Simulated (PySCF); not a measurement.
Computed shifts of a molecule CH₉GeNSi, HF/pcSseg-1 (PySCF), GIAO, gas phase, equivalent atoms averaged, in ppm (number of nuclei): ²⁹Si: -28.6 (1). ¹³C: -1.9 (1). ¹⁵N: -19.9 (1). ¹H: 4.64 (2), 4.55 (3), 0.63 (3), -0.66 (1). References: ²⁹Si against TMS (σ = 393.8 ppm); ¹³C against TMS (σ = 192.6 ppm); ¹⁵N against NH3 (σ = 267.3 ppm); ⁷³Ge against GeH4 (σ = 1776.1 ppm); ¹H against TMS (σ = 31.99 ppm), references at their B3LYP-D3(BJ)/def2-TZVP geometries, non-relativistic. Geometry: PBE0-D3(BJ)/def2-SVP. One conformer was computed; it need not be the lowest.

Question: Pick the molecule that these values belong to.
A. C[NH][GeH2][SiH3]
B. C[SiH2][NH][GeH3]
C. [SiH3]N[CH2][GeH3]
D. [CH3][GeH2][SiH2]N

Answer: B, C[SiH2][NH][GeH3]
